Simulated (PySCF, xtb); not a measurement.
GaI₃, SMILES [I][Ga]([I])[I].

Harmonic wavenumbers (cm⁻¹) from xtb 6.7.1 with GFN2-xTB at its own minimum, in rising order: 58, 58, 80, 163, 312, 312.

### Question
What does PySCF with PBE-D3(BJ)/def2-SVP give at its own minimum? (The exact figures need the calculation; the answer reports its results.)

### Answer
57, 57, 87, 153, 281, 281. Paired by order, the mean absolute difference is 14 cm⁻¹ and the zero-point energies are 1.4 and 1.3 kcal/mol.
